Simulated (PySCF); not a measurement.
Ionisation energy of Be⁺ by level of theory

Be⁺ [He] 2s1 (2S) → Be²⁺ 1s2 (1S), as a difference of total energies. All numbers are calculated (PySCF 2.14, the spin-free X2C one-electron Hamiltonian (Gaussian nucleus), in x2c-TZVPPall). Correlated levels: valence and next inner shell: nothing frozen. The calculations carry no spin-orbit coupling.

| method | ionisation energy (eV) | error (eV) |
| --- | --- | --- |
| UHF | 18.125 | -0.086 |
| LDA | 18.242 | +0.031 |
| PBE | 18.481 | +0.270 |
| PBE0 | 18.446 | +0.235 |
| r2SCAN | 18.174 | -0.037 |
| BLYP | 18.531 | +0.320 |
| M06 | 18.020 | -0.191 |
| wB97M-V | 18.281 | +0.070 |
| PBEsol | 18.273 | +0.062 |
| MP2 (valence and next inner shell) | 18.158 | -0.053 |
| SCS-MP2 (valence and next inner shell) | 18.151 | -0.060 |

Reference: 18.211 eV (measured; NIST Atomic Spectra Database, ionization energies).

Errors of the correlated levels include the incompleteness of this basis.
